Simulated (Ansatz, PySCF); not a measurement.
This PySCF input computes a PBE0/def2-TZVPD energy:

```python
from pyscf import gto, scf, dft

mol = gto.M(
    atom='''
    F     1.80738307   -0.92284836    0.00893852
    C     0.68308442   -0.24341590    0.00400164
    C     0.43429226    1.04615514    0.17198054
    O    -0.93576998    1.25605864   -0.01992981
    C    -1.49023792   -0.04888099    0.06603119
    O    -0.43723869   -0.96832040   -0.27238507
    H     1.06941773    1.89147937    0.35120076
    H    -1.80823690   -0.25338904    1.09809593
    H    -2.30639176   -0.15751031   -0.64330463
    ''',
    basis='def2-tzvpd',
    charge=0,
    spin=0,
    verbose=4,
)

mf = dft.RKS(mol, xc='pbe0').density_fit(auxbasis='def2-universal-jkfit')
mf.grids.level = 3
mf.conv_tol = 1e-9
mf.max_cycle = 100
mf.max_memory = 1500
mf.kernel()
if not mf.converged:
    mf = mf.newton()
    mf.kernel(mf.make_rdm1())
mf.analyze()
```

**Question.** Write an input for the same energy in Ansatz (a first-principles code) and say what it gives.

**Answer.** 
Ansatz 0.2 input:
```yaml
crystal:
  periodic: [false, false, false]
  atoms:
    - {symbol: F, position_ang: [1.80738307, -0.92284836, 0.00893852]}
    - {symbol: C, position_ang: [0.68308442, -0.24341590, 0.00400164]}
    - {symbol: C, position_ang: [0.43429226, 1.04615514, 0.17198054]}
    - {symbol: O, position_ang: [-0.93576998, 1.25605864, -0.01992981]}
    - {symbol: C, position_ang: [-1.49023792, -0.04888099, 0.06603119]}
    - {symbol: O, position_ang: [-0.43723869, -0.96832040, -0.27238507]}
    - {symbol: H, position_ang: [1.06941773, 1.89147937, 0.35120076]}
    - {symbol: H, position_ang: [-1.80823690, -0.25338904, 1.09809593]}
    - {symbol: H, position_ang: [-2.30639176, -0.15751031, -0.64330463]}
basis:
  gaussian:
    orbitals: def2-TZVPD
hamiltonian:
  xc: {name: PBE0}
output: {forces: true}
```
It gives -366.11376 Eh, and PySCF -366.11382 Eh, a difference of 0.06 mEh, from the treatment of integrals and grids.
